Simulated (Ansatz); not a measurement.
`C[O][SnH]([CH3])[SH]`, relaxed with RKS PBE0-D4/def2-TZVP in Ansatz from a GFN2-xTB geometry. The force threshold is 0.005 eV/Å; the program also tests the step.

Charge 0, multiplicity 1. Sn: def2 effective core potential.

Start:

```xyz
13

C     0.821   -1.932   -0.122
O     1.062   -0.709   -0.749
Sn    0.250    1.069   -0.299
C    -1.942    0.993   -0.260
S     1.103    1.625    1.894
H     1.541   -2.642   -0.533
H     0.966   -1.883    0.962
H    -0.188   -2.302   -0.324
H     1.032    1.908   -1.566
H    -2.318    0.747   -1.246
H    -2.335    1.949    0.061
H    -2.226    0.221    0.451
H     2.234    0.956    1.731
```

```tsv
step	energy (eV)	largest force (eV/Å)	largest move (Å)
1	-20912.8659	0.828	0.000
2	-20912.9311	0.578	0.193
3	-20912.9659	0.389	0.167
4	-20912.9850	0.303	0.197
5 (rejected)	-20912.9591	0.343	0.200
6	-20912.9945	0.125	0.100
7	-20912.9988	0.037	0.100
8	-20913.0001	0.232	0.146
9	-20913.0019	0.080	0.045
10	-20913.0023	0.042	0.033
11	-20913.0029	0.016	0.018
12	-20913.0031	0.016	0.022
13	-20913.0032	0.020	0.020
14	-20913.0033	0.015	0.014
15	-20913.0033	0.017	0.021
16	-20913.0033	0.018	0.015
17	-20913.0033	0.010	0.005
18	-20913.0034	0.004	0.003
```

End:

```xyz
13

C     0.730   -1.919   -0.144
O     1.014   -0.760   -0.885
Sn    0.304    0.978   -0.298
C    -1.822    0.906   -0.274
S     1.005    1.326    1.977
H     1.288   -2.752   -0.581
H     1.028   -1.828    0.909
H    -0.338   -2.183   -0.172
H     1.058    2.067   -1.366
H    -2.189    0.624   -1.261
H    -2.223    1.882   -0.003
H    -2.150    0.168    0.458
H     2.295    1.490    1.641
```

Run time 29 s (2 threads of an AMD EPYC 7R13 on a shared host and a share of an NVIDIA H100 80 GB); peak host memory 0.93 GiB.
